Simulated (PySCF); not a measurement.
CH6N, SMILES [NH3+]C, charge +1. Heavy atoms are numbered as in [CH3:1][NH3+:2]. Hydrogens are named by the atom that carries them.

Coordinates come from a ωB97X-D3(BJ)/def2-TZVP optimisation.

Computed with M06-2X/def2-TZVPD run with PySCF.

Mulliken values depend strongly on the basis, most of all with diffuse functions as here. ESP charges are fitted to the potential on shells at 1.4 to 2.0 van der Waals radii. Atomic charges (e), one atom of each kind:

```csv
atom,Mulliken,ESP fit
C1 (CH3),-0.65,(withheld)
N2 (NH3),-0.50,(withheld)
H on C1,0.31,(withheld)
H on N2,0.41,(withheld)
```

Problem. Complete the blanks. (The exact figures need the calculation; the answer reports its results.)

Solution. 
- C1 (CH3), ESP fit: -0.03
- N2 (NH3), ESP fit: -0.45
- H on C1, ESP fit: 0.13
- H on N2, ESP fit: 0.36
